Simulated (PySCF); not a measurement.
Computed IR spectrum (relative IR intensity) of a molecule C₂H₇NOSi. Geometry optimised at PBE0-D3(BJ)/def2-SVP. The values are those of a single conformer. Method: PBE0-D3(BJ)/def2-SVP (PySCF). Frequencies are harmonic and unscaled.

Lines under 2 % of the strongest are left out, and lines within 2 cm⁻¹ are merged.

```
ν (cm⁻¹)  relative intensity
--------  ------------------
360                       37
435                       12
686                       19
704                       20
783                       11
854                      4.5
940                       45
951                      100
1041                     6.7
1147                      29
1197                     3.9
1398                      20
1454                     3.9
1804                      64
2186                      39
2248                      63
2957                      17
3036                     7.6
3096                     4.1
3882                      12
```

Question: Pick the molecule that these values belong to.
A. N[SiH]1COC1
B. N[Si@H]1CCO1
C. OC/C=N/[SiH3]
D. C=C[Si@@H](N)O

Answer: C, OC/C=N/[SiH3]
